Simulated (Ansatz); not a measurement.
Ansatz results at the PBE0-D4/def2-TZVP geometry: LUMO energy (PBE/def2-TZVPP) -3.09 eV; HOMO–LUMO gap (ωB97M-V/def2-TZVPP) 8.38 eV; LUMO energy (B3LYP/def2-TZVPP) -2.69 eV.

Question: Which molecule gave them?
A. `C[N](C)[Y]([OH])[OH]`
B. `[NH2][Y]([Cl])[Cl]`
C. `[OH][Y]([F])[Cl]`
D. `[CH3][Y]([F])[Cl]`

Answer: D. The others give `C[N](C)[Y]([OH])[OH]`: -2.03, 7.76, -1.62; `[NH2][Y]([Cl])[Cl]`: -2.99, 9.23, -2.57; `[OH][Y]([F])[Cl]`: -2.96, 10.09, -2.55.

B3LYP here is the variant with VWN-RPA as its local correlation; programs differ in this.
